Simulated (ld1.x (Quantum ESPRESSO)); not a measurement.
# Pb (Z = 82), TM: configuration errors across variants

ld1.x (Quantum ESPRESSO) 7.5 input, shortened:

```
&input
   title='Pb', zed=82., rel=2, dft='PZ', iswitch=3,
   config='[Xe] 4f14 5d10 6s2 6p2', rel_dist='average'
 /
 &inputp
   pseudotype=2, tm=.true., lloc=-1, rcloc=1.35,
   nlcc=.true., rcore=1.35
 /
3
6S  1  0   2.00   0.00  1.55  1.55  0.0
6P  2  1   2.00   0.00  2.20  2.20  0.0
5D  3  2  10.00   0.00  1.60  1.60  0.0
 &test
   configts(1)='5d10 6s2 6p2'
 /
```

Open shells are filled in proportion to 2j + 1 (rel_dist='average').

All-electron excitation energies from the reference (eV): (1) 5d10 6s2 6p1 6.958; (2) 5d10 6s2 6p0 20.881; (3) 5d10 6s1 6p0 53.752; (4) 5d10 6s2 6p1.5 2.669; (5) 5d10 6s1 6p2 16.375; (6) 5d9 6s2 6p3 19.015; (7) 5d10 6s0 6p0 96.933.

Tests that are not counted but printed errors over 1 eV. “wave 6p (bound): rc 2.20 bohr becomes 6p (bound): rc 1.46 bohr”: 5d9 6s2 6p3 (solver errors, printed error -32.2 eV).

A true bound ghost makes a file unfit for plane-wave use even where its test errors are small: the radial tests pick states by their node count and pass the ghost by. Where a test does run into it, the solver fails or the error is huge.

Errors AE − PS in meV (a dash: test not solved or not reliable):

| change | (1) | (2) | (3) | (4) | (5) | (6) | (7) | bound ghosts |
| --- | --- | --- | --- | --- | --- | --- | --- | --- |
| base | -0.4 | -6.7 | -6.9 | 0.0 | +2.6 | -104 | -25 | s, p3/2, p1/2 |
| wave 6p (bound): rc 2.20 bohr becomes 6p (bound): rc 1.46 bohr | -3.2 | -18 | -22 | -0.5 | -6.8 | – | -51 | p3/2, s, p1/2 |
| wave 6p (bound): rc 2.20 bohr becomes 6p (bound): rc 1.68 bohr | -0.9 | -0.5 | -3.1 | -0.2 | -6.0 | -78 | -28 | s, p1/2, p3/2 |
| wave 6p (bound): rc 2.20 bohr becomes 6p (bound): rc 2.04 bohr | -0.3 | -5.1 | -7.0 | +0.1 | +2.4 | -94 | -28 | s, p3/2, p1/2 |
| wave 6p (bound): rc 2.20 bohr becomes 6p (bound): rc 2.44 bohr | -0.5 | -7.0 | -5.9 | 0.0 | +2.2 | -111 | -22 | s, p3/2, p1/2 |
| wave 6p (bound): rc 2.20 bohr becomes 6p (bound): rc 2.70 bohr | -0.5 | -7.4 | -8.7 | 0.0 | +2.8 | -105 | -28 | s, p3/2, p1/2 |
| wave 6p (bound): rc 2.20 bohr becomes 6p (bound): rc 2.92 bohr | -0.7 | -9.6 | -17 | 0.0 | +4.6 | -92 | -44 | s, p3/2, p1/2 |
| wave 6p (bound): rc 2.20 bohr becomes 6p (bound): rc 3.06 bohr | -0.9 | -13 | -27 | 0.0 | +6.5 | -80 | -62 | s, p3/2, p1/2 |
| wave 6p (bound): rc 2.20 bohr becomes 6p (bound): rc 3.36 bohr | -1.9 | -24 | -58 | -0.1 | +12 | -50 | -117 | s, p3/2, p1/2 |

(1) Give the same row for: wave 6p (bound): rc 2.20 bohr becomes 6p (bound): rc 1.84 bohr.

Results:

(1) -0.2, -0.9, -3.6, 0.0, -0.8, -81, -27; bound ghosts: s, p1/2, p3/2.
